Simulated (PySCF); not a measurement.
C2H5ClF2Si, SMILES CC[Si](F)(F)Cl.

The structure is a stationary point at PBE-D3(BJ)/def2-SVP. The values are those of a single conformer.

The numbers are results of PBE-D3(BJ)/def2-SVP run with PySCF, not measurements.

Frequencies are harmonic and unscaled.

```
mode  ν (cm⁻¹)  IR (km/mol)   moving atoms (share of kinetic energy)
----  --------  -----------  ---------------------------------------
1           55          0.2          C 38 %, H 33 %, F 17 %, Cl 10 %
2          122          0.6          C 33 %, F 28 %, Cl 19 %, H 16 %
3          157          0.0           H 51 %, F 24 %, C 11 %, Cl 9 %
4          207          2.4                   F 57 %, Cl 21 %, C 8 %
5          240          3.7                   H 46 %, F 33 %, C 12 %
6          289          8.2          F 37 %, H 27 %, Cl 21 %, Si 8 %
7          292         25.4                  F 50 %, C 23 %, Si 13 %
8          363         16.9          F 34 %, C 27 %, Si 25 %, H 11 %
9          513         46.5  Cl 37 %, Si 23 %, C 16 %, F 15 %, H 9 %
10         670          9.4                    H 57 %, C 26 %, F 9 %
11         716        167.5                  Si 40 %, H 31 %, C 25 %
12         868        145.8                          F 50 %, Si 40 %
13         922         83.4                  F 36 %, H 30 %, Si 30 %
14         946         20.6                           H 79 %, C 15 %
15         963         50.3          H 53 %, Si 20 %, C 14 %, F 13 %
16        1026         19.0                           C 70 %, H 29 %
17        1203          4.1                           H 79 %, C 20 %
18        1225          7.2                           H 57 %, C 41 %
19        1347          1.4                           H 82 %, C 17 %
20        1372          6.1                            H 91 %, C 9 %
21        1427          7.9                                   H 97 %
22        1430          7.1                                   H 96 %
23        2977          6.4                                   H 96 %
24        2979         20.0                                   H 95 %
25        3031          1.0                            H 91 %, C 9 %
26        3068         11.0                           H 90 %, C 10 %
27        3070         10.5                            H 91 %, C 9 %
```
